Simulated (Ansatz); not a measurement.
Calculated with Ansatz (gas phase, PBE0-D4/def2-TZVP geometries, no zero-point term in ΔE). CBS: MP2 limit from def2 TZ/QZ plus the TZ coupled-cluster correction, frozen cores. This one scheme is used for every species. Functionals use def2-TZVPP. B3LYP here is the variant with VWN-RPA as its local correlation; programs differ in this. For Ge outer-core shells are correlated without core-valence functions, which leaves a few kJ/mol of doubt a bond. Scalar relativity is left out up to krypton. Each species was taken in one conformer, which may not be the lowest.

Reaction (redistribution): `C[Si](S)(Cl)Cl` + `N=[CH][GeH2][SH]` → `S[Si](S)(Cl)Cl` + `[CH3][GeH2][CH]=N`

```tsv
level	ΔE (kJ/mol)	difference from CCSD(T)/CBS
PBE-D4	9.8	-0.9
PBE0-D4	12.5	1.8
B2PLYP	15.1	4.4
PBE	11.8	1.1
r2SCAN	12.8	2.1
PBE0	14.1	3.4
B3LYP	17.8	7.1
HF/def2-TZVPP	27.0	16.3
MP2/def2-TZVPP	10.1	-0.6
CCSD/def2-TZVPP	14.7	4.0
CCSD(T)/def2-TZVPP	12.5	1.8
HF/def2-QZVPP	27.5	16.8
MP2/def2-QZVPP	9.1	-1.6
SCS-MP2/def2-QZVPP	12.3	1.6
HF/CBS(def2)	27.5	16.8
CCSD/CBS(def2)	12.8	2.1
CCSD(T)/CBS	10.7	0
```

Largest T1 diagnostic among the species: 0.012.

The D4 term adds −3.6 kJ/mol with B3LYP and −1.7 kJ/mol with PBE0; it sums over pairs of atoms, weighted by their polarisabilities, and B3LYP, whose exchange is more repulsive, gets the larger term. In def2-TZVPP, CCSD(T) changes the Hartree–Fock value by −14.5 kJ/mol (the triples alone add −2.1 kJ/mol) and MP2 by −16.9 kJ/mol.
